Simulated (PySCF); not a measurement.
# Ge (germanium, neutral) across methods

[Ar] 3d10 4s1 4p3, high-spin 5S determinant (an excited configuration). Calculation: PySCF 2.14, in aug-cc-pVTZ-PP with ECP10MDF; a scalar-relativistic core potential. The B2PLYP total includes its PT2 part (frozen core); its orbital energies are those of the SCF part.

```csv
method,E (hartree),mean ε 3d β (eV),mean ε 4s α (eV),mean ε 4p α (eV),Σ⟨r²⟩ (bohr²),⟨S²⟩
B2PLYP,-293.9452,-38.239,-17.156,-7.278,41.26,6.001
UHF,-293.22474,-44.417,-20.486,-9.294,41.19,6.002
MN15,-294.7027,-37.222,-15.654,-6.717,41.69,6.001
PBE0,-294.2963,-34.536,-15.398,-6.417,41.18,6.001
PBEsol,-294.0076,-30.778,-13.530,-5.319,41.41,6.001
r2SCAN,-294.2280,-31.074,-14.304,-5.668,40.79,6.002
M06,-294.3782,-34.745,-15.023,-6.165,40.97,6.001
PBE,-294.3180,-30.924,-13.511,-5.329,41.58,6.001
LDA,-293.8393,-30.961,-13.688,-5.394,41.58,6.001
```

Energies and moments cover only the electrons outside the core potential.
